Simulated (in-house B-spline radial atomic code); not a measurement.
Configurations of Kr II (Kr+), with energies counted from [Ar] 3d10 4s2 4p5. Method: non-relativistic B97-1, spin-polarised, spherical fractional occupations, exact exchange averaged over the configuration, point nucleus. Calculated with a B-spline radial code for spherical atoms. Shells without spins written out take the highest spin.

Occupations are held fixed; configurations that lie above the ionisation limit could autoionise.

```json
{"configuration": "[Ar] 3d10 4s1 4p6", "E - E(ref) (eV)": "14.156", "highest orbital": "4p down", "its <r> (bohr)": "1.842"}
{"configuration": "[Ar] 3d10 4s2 4p4 5f1", "E - E(ref) (eV)": "21.915", "highest orbital": "5f up", "its <r> (bohr)": "14.54"}
{"configuration": "[Ar] 3d10 4s1 4p5 4f1", "E - E(ref) (eV)": "35.132", "highest orbital": "4f up", "its <r> (bohr)": "8.561"}
{"configuration": "[Ar] 3d9 4s2 4p5 5p1", "E - E(ref) (eV)": "100.73", "highest orbital": "5p up", "its <r> (bohr)": "5.099"}
```

(1) Order these further configurations by energy, lowest first.
A. [Ar] 3d10 4s1 4p5 5s1
B. [Ar] 3d10 4s2 4p4 4f1
C. [Ar] 3d10 4s2 4p4 5d1
D. [Ar] 3d9 4s2 4p5 5f1
E. [Ar] 3d10 4s1 4p5 5f1

Results:

(1) C (19.713 eV), B (20.77 eV), A (28.608 eV), E (36.28 eV), D (106.04 eV).
